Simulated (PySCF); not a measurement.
SMILES N[SiH2]C=O (CH₅NOSi) (PBE/def2-SVP optimised geometry):

```
9

N      1.296    -0.964     0.000
Si    -0.433    -0.964     0.000
C     -0.807     0.947     0.000
O      0.103     1.743    -0.174
H      1.869    -1.743    -0.324
H      1.696    -0.052    -0.252
H     -1.135    -1.560    -1.203
H     -1.055    -1.606     1.214
H     -1.869     1.327     0.144
```

Method: PBE/def2-TZVP run with PySCF.

Task: What are the frontier orbital energies and the dipole moment?

Result: HOMO-2 -8.55 eV, HOMO-1 -6.16 eV, HOMO -5.70 eV, LUMO -2.79 eV, LUMO+1 -0.72 eV; dipole moment 1.59 D.

Meta-Löwdin charges at PBE/def2-TZVP: N1 -0.71, Si2 0.63, C3 0.07, O4 -0.34, H5 0.24, H6 0.25, H7 -0.10, H8 -0.10, H9 0.07.
